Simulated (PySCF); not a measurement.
Ge(Cl)(OH)(NH2)2, SMILES [NH2][Ge]([NH2])([OH])[Cl] (H₅ClGeN₂O), PBE0/def2-SVP optimised geometry.

```
10

N     -1.07    -2.20    -1.42
Ge    -0.62    -1.18     0.00
N     -1.35     0.47     0.00
O     -1.19    -1.88     1.51
Cl     1.56    -1.18     0.00
H     -0.31    -2.46    -2.04
H     -1.86    -1.86    -1.96
H     -0.82     1.18    -0.50
H     -1.56     0.81     0.94
H     -1.23    -2.84     1.46
```

Density from PBE0/def2-TZVP (PySCF) at that geometry.

Minimum of the electron density along straight lines between bonded atoms, close to the bond critical point (lines longer than 1.1 times the sum of covalent radii, or with two minima, are not listed):

| bond | length / Å | ρ at the minimum / e bohr⁻³ | ∇²ρ there / e bohr⁻⁵ | position (fraction from the first atom) |
|---|---|---|---|---|
| N1–Ge2 | 1.809 | 0.150 | 0.46 | 0.53 |
| Ge2–N3 | 1.807 | 0.151 | 0.46 | 0.47 |
| Ge2–O4 | 1.762 | 0.150 | 0.69 | 0.47 |
| Ge2–Cl5 | 2.176 | 0.101 | 0.16 | 0.43 |
| N1–H6 | 1.015 | 0.331 | -1.63 | 0.74 |
| N1–H7 | 1.016 | 0.331 | -1.61 | 0.74 |
| N3–H8 | 1.016 | 0.331 | -1.60 | 0.74 |
| N3–H9 | 1.017 | 0.330 | -1.60 | 0.74 |
| O4–H10 | 0.964 | 0.355 | -2.40 | 0.81 |
